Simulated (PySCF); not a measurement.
Si(F)(H)(SiH3)2 (FH7Si3), SMILES F[SiH]([SiH3])[SiH3]. Atoms are numbered in the order given.

```xyz
11

Si    -0.4309    -0.5164     0.0000
F      0.4202    -1.9341     0.0000
Si     0.1026     0.7002    -1.9450
Si     0.1026     0.7002     1.9450
H     -1.8996    -0.8600     0.0000
H     -0.2105    -0.0858    -3.1893
H     -0.7133     1.9672    -1.9446
H      1.5627     1.0640    -1.9445
H     -0.2105    -0.0858     3.1893
H     -0.7133     1.9672     1.9446
H      1.5627     1.0640     1.9445
```
Charge 0, spin multiplicity 1.

Geometry: PBE-D3(BJ)/def2-SVP. This is a generated structure with no PubChem entry under its InChIKey; it may be hypothetical.

Calculation: PBE-D3(BJ)/def2-SVP (PySCF 2.14.0).

Frequencies are harmonic and unscaled.

Computed vibrational spectrum:
```
mode  ν (cm⁻¹)  IR (km/mol)  moving atoms (share of kinetic energy)
----  --------  -----------  --------------------------------------
1           86          0.0                                  H 98 %
2           89          0.6                 Si 68 %, H 22 %, F 10 %
3          100          0.0                                  H 94 %
4          151          7.1                 F 60 %, Si 26 %, H 14 %
5          154          7.9                 Si 46 %, F 31 %, H 24 %
6          360          2.8                         Si 78 %, H 18 %
7          399         12.3                         H 78 %, Si 21 %
8          412          2.7                         H 66 %, Si 33 %
9          500         26.6                         H 78 %, Si 18 %
10         509         12.2                         Si 54 %, H 44 %
11         536          3.1                         H 71 %, Si 28 %
12         695        240.2                         H 88 %, Si 12 %
13         774         20.3                          H 82 %, F 15 %
14         822        198.7                         H 88 %, Si 12 %
15         825        150.7                 H 60 %, Si 21 %, F 19 %
16         859          7.2                 H 47 %, Si 28 %, F 25 %
17         893         10.3                                  H 98 %
18         896         46.0                                  H 98 %
19         897         23.6                                  H 97 %
20         906         71.2                                  H 91 %
21        2133         74.6                                  H 97 %
22        2147         50.6                                  H 99 %
23        2151         33.4                                  H 99 %
24        2165         33.3                                  H 96 %
25        2167        101.3                                  H 96 %
26        2171         42.3                                  H 96 %
27        2173        134.0                                  H 96 %
```
